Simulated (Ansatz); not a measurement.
**A basis-limit estimate, worked out**

An elementary step of Si2H8SO, singlet (SiH₄SO ([OH][SiH2][SH]) + SiH₄ → Si₂H₆O ([OH][SiH2][SiH3]) + H₂S; Si–S, H–Si broken or loosened, Si–Si, S–H formed or tightened). “Start” and “end” are the PBE0-D4/def2-TZVP structures reached by relaxing down either side of its saddle point, with the molecules still in contact.

Computed with Ansatz 0.2.0 (basis: def2-TZVPP and def2-QZVPP); correlated methods freeze the cores.

Energies in eV:

| quantity | end | start |
| --- | --- | --- |
| Hartree–Fock, triple zeta (X = 3) | -28708.60965 | -28709.43848 |
| Hartree–Fock, quadruple zeta (X = 4) | -28709.52229 | -28710.35553 |
| MP2 correlation, X = 3 | -18.94340 | -18.89265 |
| MP2 correlation, X = 4 | -20.45505 | -20.41118 |
| CCSD(T) correlation, X = 3 | -21.52346 | -21.37996 |

(1) Work out the step energy at the basis limit: extrapolate Hartree–Fock as E(X) = E∞ + A exp(−7.88 √X) and the MP2 correlation as E(X) = E∞ + B X^−2.97 (the exponents that Neese and Valeev fitted for def2-TZVPP and QZVPP), then add CCSD(T) − MP2 in triple zeta.

The T1 diagnostic stays at or below 0.015.

Results:

(1) Each step is linear, so take the differences first (end − start): Hartree–Fock 0.82883 (X = 3) and 0.83324 (X = 4); MP2 correlation -0.05075 and -0.04387; CCSD(T) correlation -0.14350.
Two points give E∞ = E(4) + w [E(4) − E(3)], with w = 1/(exp(7.88 (2 − √3)) − 1) = 0.1377 for Hartree–Fock and w = 1/((4/3)^2.97 − 1) = 0.7407 for the correlation.
Hartree–Fock: 0.83324 + 0.1377 × 0.00441 = 0.8338 eV.
MP2 correlation: -0.04387 + 0.7407 × 0.00688 = -0.0388 eV.
CCSD(T) − MP2: -0.14350 − (-0.05075) = -0.0927 eV.
Sum: 0.8338 + (-0.0388) + (-0.0927) = 0.7023 eV, or 16.20 kcal/mol. Plain CCSD(T) in triple zeta gives 0.6853 eV, so the larger basis shifts the result by 0.0170 eV.

Labels in which every atom is bracketed show which atoms are joined, not bond orders.

For scale, one of the runs: CCSD(T)/def2-TZVPP, 269 basis functions, launched by `ansatz run in.yaml --threads 4 --pin off --events-out ev --progress --plain --max-ram 9574MiB`. Hardware: 4 CPU threads of an Intel Xeon Platinum 8259CL, shared host. Wall time 2.7 min; peak host memory 6.3 GiB.
